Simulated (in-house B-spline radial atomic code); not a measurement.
How numerical settings move a run on the gallium ion Ga³⁺, [Ar] 3d10. Computed with a B-spline radial code for spherical atoms: scalar-relativistic (X2C) BP86, spin-polarised, spherical fractional occupations, Fermi nucleus of rms radius 3.9973 fm.

Command:
```bash
python run_scf.py task.json out
```
Settings of the sound reference run:
```
Z                31
electrons        28
configuration    [Ar] 3d10
hamiltonian      x2c
method           b88,p86
spin_polarised   True
nucleus          fermi
rms_radius       3.9973
mass_number      69
atomic_mass      68.92557
speed_of_light   137.036
knot_spacing     0.22
spline_order     8
gauss_points     12
box_radius       16.22
max_iterations   70
damping          0.5
damped_steps     3
diis_vectors     10
tolerance        1e-08
start            Thomas-Fermi
```

Cost of the run: 0.27 s on 1 thread of Arm Neoverse V1, with other jobs on the host.

It converges in 9 iterations to -1942.045977 hartree, with 3d up at -52.5458 eV. The other runs change the listed settings, some to values that make no sense; their results aren't properties of the atom or ion. Radii are in bohr (the nuclear one in fm), a minus after a letter asks for a j subshell, and «unchanged» means within 1e-8 hartree. The run stops when the residual is below 10 × tolerance × max(1, Z/10), or a noise floor if that is larger, and the energy moves by less than 1e-8 × √|E| hartree; so very loose and very tight tolerances often act alike.

| changed settings | outcome |
| --- | --- |
| first_knot = 0.0968 | converged in 9 iterations, energy +1.26e+00 hartree from the reference, 3d up level -5.1e-03 eV |
| spline_order = 5, max_iterations = 100, damped_steps = 0, tolerance = 1e-05 | converged in 7 iterations, energy +1.94e-05 hartree from the reference, 3d up level +4.2e-04 eV |
| knot_spacing = 0.4 | converged in 9 iterations, energy +1.70e-04 hartree from the reference, 3d up level +4.7e-05 eV |
| first_knot = 0.00323 | converged in 9 iterations, energy -6.85e-03 hartree from the reference, 3d up level +1.5e-05 eV |
| knot_spacing = 1 | converged in 9 iterations, energy +1.44e+01 hartree from the reference, 3d up level -1.6e+00 eV (the program warns: 2s up reaches the box edge; 2s down reaches the box edge) |
| gauss_points = 3, max_iterations = 5 | not converged after 5 iterations, last residual 1.6e+02, last energy -1.51e+04 hartree from the reference |
| first_knot = 0.000323 | converged in 9 iterations, energy -8.49e-05 hartree from the reference, 3d up level -1.3e-05 eV |
| knot_spacing = 0.75 | converged in 9 iterations, energy +8.29e-01 hartree from the reference, 3d up level -2.3e-01 eV (the program warns: 3s up reaches the box edge; 3s down reaches the box edge) |
| knot_spacing = 0.55 | converged in 9 iterations, energy +3.77e-02 hartree from the reference, 3d up level +8.4e-04 eV |
| hamiltonian = dirac, method = hf, spin_polarised = False, speed_of_light = 34.10826 | converged in 10 iterations to -2498.9118 hartree, a different physical problem |
| knot_spacing = 0.3 | converged in 9 iterations, energy +6.68e-06 hartree from the reference, 3d up level -1.1e-05 eV |
| first_knot = 0.0323 | converged in 9 iterations, energy +1.37e-01 hartree from the reference, 3d up level -5.7e-04 eV |
| knot_spacing = 2 | converged in 10 iterations, energy +2.39e+02 hartree from the reference, 3d up level -2.0e+01 eV (the program warns: 3d up reaches the box edge; 1s up reaches the box edge) |
| tolerance = 1e-13 | converged in 9 iterations, energy unchanged |
| max_iterations = 50, damping = 0, diis_vectors = 2, start = bare nucleus | converged in 15 iterations, energy unchanged, 3d up level -1.5e-06 eV |
| first_knot = 0.00968 | converged in 9 iterations, energy +3.64e-03 hartree from the reference, 3d up level -2.8e-05 eV |
| first_knot = 3.23e-06 | converged in 9 iterations, energy +8.31e-07 hartree from the reference, 3d up level -5.3e-06 eV |

**Question.** What happens with electrons = 29, configuration = [Ar] 3d11, max_iterations = 60?

**Answer.** Stopped with error: shell 3d holds at most 5 electrons (per spin).

**Question.** What happens with knot_spacing = 0.1?

**Answer.** Converged in 9 iterations, energy -1.82e-06 hartree from the reference, 3d up level -9.7e-06 eV.

**Question.** What happens with knot_spacing = 1.4?

**Answer.** Converged in 12 iterations, energy +8.90e+01 hartree from the reference, 3d up level -5.7e+00 eV (the program warns: 3d up reaches the box edge; 1s up reaches the box edge).

**Question.** What happens with knot_spacing = 0.15?

**Answer.** Converged in 9 iterations, energy -1.29e-06 hartree from the reference, 3d up level -9.1e-06 eV.
